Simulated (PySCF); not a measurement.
Sn(Br)2 cation (Br₂Sn), SMILES [Br][Sn][Br] (connectivity only; charge and spin as stated), charge +1, multiplicity 2.

Geometry optimised at PBE-D3(BJ)/def2-SVP. The spin state was assumed, not searched. The isomer is the one that the SMILES or the coordinates give; other isomers of the formula were not compared. The def2 effective core potentials stand for the cores of Sn; spin–orbit coupling is left out.

The numbers are results of PBE-D3(BJ)/def2-SVP in PySCF 2.14.0, not measurements.

Frequencies are harmonic and unscaled.

Computed vibrational spectrum:
```json
[
 {"mode": "1", "ν (cm⁻¹)": "56", "IR (km/mol)": "1.0", "moving atoms (share of kinetic energy)": "Br 69 %, Sn 31 %"},
 {"mode": "2", "ν (cm⁻¹)": "212", "IR (km/mol)": "3.3", "moving atoms (share of kinetic energy)": "Br 74 %, Sn 26 %"},
 {"mode": "3", "ν (cm⁻¹)": "253", "IR (km/mol)": "11.8", "moving atoms (share of kinetic energy)": "Br 50 %, Sn 50 %"}
]
```
